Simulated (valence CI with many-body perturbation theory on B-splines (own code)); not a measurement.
Results of a calculation; reference values are marked as such.
# Basis-set convergence for Sb XIX

Level of theory: relativistic CI+MBPT: five valence electrons over a frozen Dirac-Fock core [Ar] 3d10, a basis of 9 s, 9 p, 8 d, 6 f, 3 g, 1 h functions for each j, with the one-electron correlation potential Σ1, the two-electron term Σ2, the three-electron term Σ3, Breit, model QED; selected CI, second order for the rest, scaled by the run's own slope (own B-spline code, finite nucleus).

No measured levels were compared; by estimate levels hold to about 250 cm⁻¹ or 0.2 % of their energy and the worst to 1 %, as in measured heavy ions of charge 2 to 7; those with d or f electrons hold less well. Among the levels kept, up to 1100 cm⁻¹ of a level comes from second order outside the variational space, and about a tenth of that is noise between levels of different J, which matters for small intervals.

The reference run has the lowest level (4s^2 4p1/2^2 4p3/2) J=3/2 and an ionisation energy of 511.240 eV. Its largest variational space holds 20004 state functions.

Levels are named by their leading jj configuration (3d3/2^4 stands for four electrons in 3d with j = 3/2), which in mixed levels can hold well under half, so a name can repeat and another be missing. Letters in brackets count levels of one name in rising energy.

Changed runs:
A. basis 6 s, 6 p, 5 d, 3 f, 1 g
B. basis 5 s, 5 p, 4 d, 2 f

Excitation energies of the reference run in cm⁻¹, and shifts in cm⁻¹:

| Level | Reference | A | B |
| --- | --- | --- | --- |
| (4s^2 4p1/2 4p3/2^2) J=3/2 | 74709 | -13 | -0.9 |
| (4s^2 4p1/2 4p3/2^2) J=5/2 | 96297 | +79 | +332 |
| (4s^2 4p1/2 4p3/2^2) J=1/2 | 126225 | +135 | +556 |
| (4s^2 4p3/2^3) J=3/2 | 200181 | +73 | +366 |
| (4s 4p1/2^2 4p3/2^2) J=5/2 | 425169 | -105 | -266 |
| (4s 4p1/2^2 4p3/2^2) J=3/2 | 473783 | -81 | -177 |
| (4s 4p1/2^2 4p3/2^2) J=1/2 | 479049 | -38 | -18 |
| (4s 4p1/2 4p3/2^3) J=3/2 [a] | 531056 | -21 | +40 |
| (4s 4p1/2 4p3/2^3) J=5/2 | 554889 | +12 | +160 |
| (4s 4p1/2 4p3/2^3) J=1/2 | 594676 | +74 | +372 |
| (4s 4p1/2 4p3/2^3) J=3/2 [b] | 600513 | +80 | +439 |
| (4s^2 4p1/2^2 4d3/2) J=3/2 | 614891 | +101 | +537 |
| Ionisation energy (eV) | 511.240 | -0.040 | -0.133 |
